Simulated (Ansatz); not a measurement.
Compare A (`C[Si](O)(O)[SiH3]`) with its isomer B (`O[SiH2]C(O)[SiH3]`).

Computed with Ansatz on PBE0-D4/def2-TZVP structures; ΔE is electronic, products minus reactants. CCSD(T)/CBS is the MP2 limit (def2-TZVPP, def2-QZVPP) plus CCSD(T) − MP2 in def2-TZVPP, frozen cores. Functionals use def2-TZVPP. B3LYP here is the variant with VWN-RPA as its local correlation; programs differ in this. Each species was taken in one conformer, which may not be the lowest.

Q: Which is lower in electronic energy at CCSD(T)/CBS, and by how much? (Estimate.)

A: Ansatz gave: A, by 53.7 kcal/mol.

Q: Give E(B) − E(A) in kcal/mol with PBE0-D4, B3LYP-D4, HF/def2-TZVPP, B2PLYP, CCSD(T)/def2-TZVPP, ωB97M-V, MP2/def2-TZVPP. (An estimate is asked.)

A: Ansatz gave: PBE0-D4 53.9, B3LYP-D4 52.9, HF/def2-TZVPP 53.5, B2PLYP 53.4, CCSD(T)/def2-TZVPP 53.0, ωB97M-V 52.0, MP2/def2-TZVPP 53.8. None reverses the order clearly.

Largest T1 diagnostic: 0.012.

From PBE to PBE0 (25 % exact exchange), in def2-TZVPP and without D4, E(B) − E(A) moves by +1.0 kcal/mol.
